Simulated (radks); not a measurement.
Values are calculated unless marked as measured or tabulated.
All-electron atom: S XII in [He] 2s2 2p1. Code: a radial shooting solver on a logarithmic mesh with Libxc functionals. Model: scalar-relativistic Kohn-Sham, r2SCAN, spin-polarised, spherical densities, finite nucleus; open shells are filled with parallel spins first; meta-GGA in the generalised Kohn-Sham scheme; Fermi nuclear charge, rms radius 3.2611 fm.

Normalised radial functions P(r) = r R(r), r in bohr:

| r | 1s up | 2s up | 2s down |
|---|---|---|---|
| 0.005097 | 0.5977 | 0.1896 | 0.1870 |
| 0.006176 | 0.7109 | 0.2255 | 0.2223 |
| 0.007483 | 0.8424 | 0.2670 | 0.2632 |
| 0.00914 | 1.0007 | 0.3169 | 0.3124 |
| 0.01107 | 1.1741 | 0.3713 | 0.3660 |
| 0.01342 | 1.3686 | 0.4320 | 0.4258 |
| 0.01639 | 1.5921 | 0.5010 | 0.4939 |
| 0.01986 | 1.8230 | 0.5711 | 0.5630 |
| 0.02406 | 2.0632 | 0.6421 | 0.6329 |
| 0.02939 | 2.3123 | 0.7119 | 0.7018 |
| 0.03561 | 2.5353 | 0.7682 | 0.7572 |
| 0.04315 | 2.7229 | 0.8045 | 0.7929 |
| 0.0527 | 2.8564 | 0.8086 | 0.7968 |
| 0.06386 | 2.9001 | 0.7658 | 0.7544 |
| 0.07737 | 2.8391 | 0.6624 | 0.6521 |
| 0.0945 | 2.6500 | 0.4767 | 0.4685 |
| 0.1145 | 2.3492 | 0.2165 | 0.2113 |
| 0.1387 | 1.9529 | -0.1204 | -0.1204 |
| 0.1695 | 1.4830 | -0.5323 | -0.5264 |
| 0.2053 | 1.0348 | -0.9434 | -0.9334 |
| 0.2488 | 0.6459 | -1.3083 | -1.2963 |
| 0.3015 | 0.3537 | -1.5584 | -1.5471 |
| 0.3682 | 0.1589 | -1.6358 | -1.6294 |
| 0.4461 | 0.0602 | -1.5109 | -1.5117 |
| 0.5406 | 0.0180 | -1.2229 | -1.2305 |
| 0.6603 | 0.0038 | -0.8374 | -0.8490 |
| 0.8 | 0.0006 | -0.4877 | -0.4991 |
| 0.9694 | 0.0001 | -0.2315 | -0.2397 |
| 1.184 | 0.0000 | -0.0822 | -0.0864 |
| 1.435 | 0.0000 | -0.0226 | -0.0242 |

1s up: eigenvalue -2893.2 eV, 0 radial nodes, <r> = 0.0963 bohr, 90 % of the charge inside 0.172 bohr. 2s up: eigenvalue -576.40 eV, 1 radial node at r = 0.130 bohr, <r> = 0.420 bohr, 90 % of the charge inside 0.644 bohr. 2s down: eigenvalue -567.15 eV, 1 radial node at r = 0.130 bohr, <r> = 0.423 bohr, 90 % of the charge inside 0.649 bohr.
